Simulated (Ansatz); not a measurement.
Gas-phase electronic energies from Ansatz, PBE0-D4/def2-TZVP geometries. CCSD(T)/CBS adds triple-zeta CCSD(T) − MP2 to the extrapolated MP2 energy (def2 sets, frozen cores). This one scheme is used for every species. DFT in def2-TZVPP. For Ge outer-core shells are correlated without core-valence functions, which leaves a few kJ/mol of doubt a bond. Scalar relativity is left out up to krypton. Each species was taken in one conformer, which may not be the lowest.

Reaction (formal exchange of groups at a Ge–F bond): `C[BH][GeH2][F]` + SiH₄ → `C[BH][GeH2][SiH3]` + H–F

```csv
level,ΔE (kcal/mol)
ωB97X-V,10.0
r2SCAN,8.1
PBE0,6.0
HF/def2-TZVPP,16.4
CCSD(T)/def2-TZVPP,7.3
HF/def2-QZVPP,17.0
MP2/def2-QZVPP,6.4
CCSD/CBS(def2),6.9
```

Q: What does CCSD(T)/CBS give? (Best estimate.)

A: The calculation gave: +5.9 kcal/mol. The listed levels differ from it by 4.1, 2.2, 0.1, 10.5, 1.4, 11.1, 0.5, 1.0 kcal/mol.

Largest T1 diagnostic among the species: 0.012.

In def2-TZVPP, CCSD(T) changes the Hartree–Fock value by −9.1 kcal/mol (the triples alone add −1.0 kcal/mol) and MP2 by −9.5 kcal/mol. The D4 term adds −2.2 kcal/mol with B3LYP and −1.2 kcal/mol with PBE0; it sums over pairs of atoms, weighted by their polarisabilities, and B3LYP, whose exchange is more repulsive, gets the larger term.

B3LYP here is the variant with VWN-RPA as its local correlation; programs differ in this.
